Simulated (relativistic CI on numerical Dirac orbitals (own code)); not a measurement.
## Slater and spin-orbit integrals, Hf⁵⁰⁺

Calculated at this level of theory: Dirac-Coulomb-Breit CI, orbitals from a KLI potential per configuration, model QED, unscaled Slater integrals (own radial code, finite nucleus).

Slater integrals F^k, G^k are unscaled and averaged over j, outside the closed core [Ne]; ζ comes from projecting the Hamiltonian with its Breit term on Σ l·s of the shell.

- 3s2.3p6.3d4: F^2(3d,3d) = 586780, F^4(3d,3d) = 379240, ζ(3d) = 206740 cm⁻¹; <r>(3d) = 0.1744, <r^2>(3d) = 0.0352 (bohr units).
- 3s2.3p5.3d5: ζ(3p) = 1.5452e+06, F^2(3d,3d) = 585940, F^4(3d,3d) = 378670, F^2(3p,3d) = 505810, G^1(3p,3d) = 535790, G^3(3p,3d) = 358520, ζ(3d) = 205070 cm⁻¹; <r>(3p) = 0.1953, <r^2>(3p) = 0.04419, <r>(3d) = 0.1746, <r^2>(3d) = 0.03529 (bohr units).
- 3s.3p6.3d5: F^2(3d,3d) = 585660, F^4(3d,3d) = 378480, G^2(3s,3d) = 411740, ζ(3d) = 205970 cm⁻¹; <r>(3s) = 0.1982, <r^2>(3s) = 0.04492, <r>(3d) = 0.1747, <r^2>(3d) = 0.03532 (bohr units).

Task: Give the Racah parameters of the d shell in 3s2.3p6.3d4.

Result: B = F²/49 − 5F⁴/441 = 7675 cm⁻¹ and C = 35F⁴/441 = 30098 cm⁻¹.

Averages of the first 10 configurations, taken without configuration mixing, which lowers the lowest level and can move excited configurations by several eV; other configurations of the list can lie among them:

```json
{"Configuration": "3s2.3p6.3d4", "Parity": "even", "States": "210", "Average energy above the lowest level (eV)": "161.7"}
{"Configuration": "3s2.3p5.3d5", "Parity": "odd", "States": "1512", "Average energy above the lowest level (eV)": "600.5"}
{"Configuration": "3s.3p6.3d5", "Parity": "even", "States": "504", "Average energy above the lowest level (eV)": "1010.7"}
{"Configuration": "3s2.3p6.3d3.4s", "Parity": "even", "States": "240", "Average energy above the lowest level (eV)": "1948.4"}
{"Configuration": "3s2.3p6.3d3.4p", "Parity": "odd", "States": "720", "Average energy above the lowest level (eV)": "2104.1"}
{"Configuration": "3s2.3p6.3d3.4d", "Parity": "even", "States": "1200", "Average energy above the lowest level (eV)": "2276.9"}
{"Configuration": "3s2.3p5.3d4.4s", "Parity": "odd", "States": "2520", "Average energy above the lowest level (eV)": "2377.2"}
{"Configuration": "3s2.3p6.3d3.4f", "Parity": "odd", "States": "1680", "Average energy above the lowest level (eV)": "2409.7"}
{"Configuration": "3s.3p6.3d4.4s", "Parity": "even", "States": "840", "Average energy above the lowest level (eV)": "2789.7"}
{"Configuration": "3p6.3d5.4p", "Parity": "odd", "States": "1512", "Average energy above the lowest level (eV)": "3793.9"}
```
